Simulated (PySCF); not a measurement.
(E)-1,2-dibromo-1-chloroethene (C2HBr2Cl), SMILES Cl/C(Br)=C\Br. Atoms are numbered in the order given.

```xyz
6

Cl    -1.8388    -0.2338     0.0000
C     -0.1454    -0.4610     0.0000
Br     0.4428    -2.2470     0.0000
C      0.7495     0.5338     0.0000
Br     0.2947     2.3388     0.0000
H      1.8193     0.3228     0.0000
```

Geometry: PBE0-D3(BJ)/def2-SVP.

Computed with CAM-B3LYP/def2-TZVP (PySCF).

Symmetry labels are those of the subgroup Cs that the program uses (full group Cs).

Computed valence orbital energies around the gap with their symmetry:
```csv
orbital,symmetry,energy (eV)
HOMO−7,A",-13.40
HOMO−6,A',-12.68
HOMO−5,A',-11.19
HOMO−4,A",-11.02
HOMO−3,A",-10.61
HOMO−2,A',-10.22
HOMO−1,A',-9.91
HOMO,A",-8.50
LUMO,A",0.15
LUMO+1,A',0.28
LUMO+2,A',1.01
LUMO+3,A',2.14
```
